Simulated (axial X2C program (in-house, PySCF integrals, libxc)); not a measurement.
# TaS⁻: from the spin-free to the two-component result

Calculated with an in-house all-electron X2C program for linear molecules (integrals from PySCF). Spin-free means the one-electron spin-free X2C Hamiltonian; two-component (2c) means X2C with spin–orbit coupling and atomic mean-field two-electron Coulomb and Gaunt terms, so the difference of the two also holds small scalar two-electron terms. Basis: Ta dyall-acv3z [14s15p10d7f4g], S dyall-av3z [9s8p3d2f] (cores contracted in-house); Gaussian nuclei, density fitting, unrestricted open shells. Masses: Ta 180.948 u, S 31.972 u.

Spin-free state: M_S = 1, Λ = 0 (beyond evenly filled blocks: δ+α, δ-α); fragments Ta + S-.

```tsv
level	Re (Å)	ωe (cm⁻¹)	De (eV)	μ (D)
TPSSh	2.184	480.6	5.210	-1.28
```

Dipoles are positive if S is the positive end and refer to the centre of mass.

Two-component determinant lowest at the distance of the search:

Ω = 1 (⟨Sz⟩ = 0.99, ⟨Lz⟩ = 0.01 at TPSSh); fragments Ta + S-.

| level | Re (Å) | ωe (cm⁻¹) | μ (D) |
| --- | --- | --- | --- |
| TPSSh | 2.183 | 479.9 | -1.28 |

Q: From the two tables, how do the constants change at the TPSSh level (2c against spin-free)?

A: At the TPSSh level Re decreases by 0.001 Å and ωe goes down by 0.7 cm⁻¹.

The state is one determinant whose occupation by symmetry is held fixed; it was picked as the lowest of a PBE0 search that is not exhaustive. De is counted from the lowest determinant-based energies of the atoms at the same level, without counterpoise correction. De is not given where an atomic determinant may have missed its ground term or J level, or where the truncated virtual space spoils (T). Density functionals use the spin component along the axis (collinear). Other states lie close and PBE0, whose exact exchange favours high spin, may order them wrongly; the determinant shown need not be the ground state. The nearest other spin-free determinant of the search, M_S = 0, Λ = 4, lies 0.89 eV up at the distance of the search. The functionals have no current-density term, which raises determinants with orbital currents, atoms included. With several unpaired electrons one determinant need not be a pure state. Open-shell Ω = 0 determinants with evenly filled partner blocks cannot be reached by this program, so the Ω shown need not be the lowest component. The highest occupied level of some functionals is positive through self-interaction error; at Hartree–Fock it is bound. The determinant is spin-polarised beyond a pure state at some levels (its spin-free form has ⟨S²⟩ too high), which makes Re and μ there less reliable.
